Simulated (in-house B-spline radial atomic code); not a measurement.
The numbers below are computed, except where a source is named.
Stopping and range of 20 keV In in Ge

The pair potential comes from two frozen, spherical free-atom densities (PBE, B-spline radial code, scalar-relativistic past argon): electrostatics plus the change in Thomas-Fermi kinetic and Dirac exchange energy where they overlap, the recipe behind the universal ZBL potential, which averages such potentials (from solid-state densities) over many pairs. It is written V = (Z1 Z2 e²/r) φ(r/a), with e² = 14.3996 eV·Å and a = 0.46850 Å/(Z1^0.23 + Z2^0.23); ZBL's fit is φ = 0.18175 e^(−3.1998x) + 0.50986 e^(−0.94229x) + 0.28022 e^(−0.4029x) + 0.02817 e^(−0.20162x). Where φ falls below 4e-4 it is continued as an exponential.

The target is taken as amorphous, with density 5.3234 g/cm³ (NSM archive of the Ioffe Institute); channelling is ignored. Masses: In 114.82, Ge 72.63 u. Nuclear stopping is S_n = 4π a Z1 Z2 e² M1/(M1 + M2) × s_n(ε), with s_n integrated over impact parameters for each pair. Electronic stopping is Lindhard and Scharff's S_e = Z1^(1/6) 8π e² a0 Z1 Z2/(Z1^(2/3) + Z2^(2/3))^(3/2) × v/v0, with a0 = 0.529177 Å and v = v0 at 24.801 keV/u; it misses the oscillations with Z1 seen in experiment, which reach tens of per cent. Compounds add by atom fraction.

```tsv
target atom	a (Å)	ε at this energy	s_n, this pair	s_n, ZBL potential
Ge	0.10039	0.03446	0.253	0.2489
```

(1) What are the atom density and the stopping powers at entry?

Along the track:

| E (keV) | N S_n (eV/nm) | N S_e (eV/nm) |
| --- | --- | --- |
| 1 | 568 | 41.8 |
| 3 | 962 | 72.4 |
| 6 | 1280 | 102 |
| 10 | 1550 | 132 |
| 15 | 1780 | 162 |
| 20 | 1950 | 187 |

(2) Estimate the path length and the projected range.

Answers

(1) N = 5.3234 × 0.602214/72.63 = 0.04414 atoms/Å³. For Ge: S_n = 17450 × 0.253 = 4414 eV·Å², S_e = 2.9938 × √20000 = 423.4 eV·Å². Averaged over the target's atoms and times N × 10 Å/nm, the ion loses N S_n = 1950 eV/nm to recoils and N S_e = 187 eV/nm to electrons; the nuclear share is 91 %.

(2) With continuous slowing down the path is the integral of dE/(N (S_n + S_e)). Trapezoids over the table give 13 nm, and the stretch below the first row, with stopping taken as √E, adds 2E/(N S) = 3.3 nm: 16.3 nm in all, against 16 nm on a fine grid from 5 eV. Deflections shorten the depth: to first order in the energy passed on, N (S_n + S_e) dR_p/dE = 1 − N S_n (M2/M1) R_p/(2E), summed over the target's atoms, and integrating this on the fine grid gives R_p = 10.4 nm, 0.65 of the path. Lindhard's rule of thumb R/(1 + M2/3M1), with mean M2/M1 = 0.63, gives 13.3 nm. On the ZBL potential the same equation gives 10.5 nm, and the full integral equation, which keeps hard collisions, 10.8 nm.
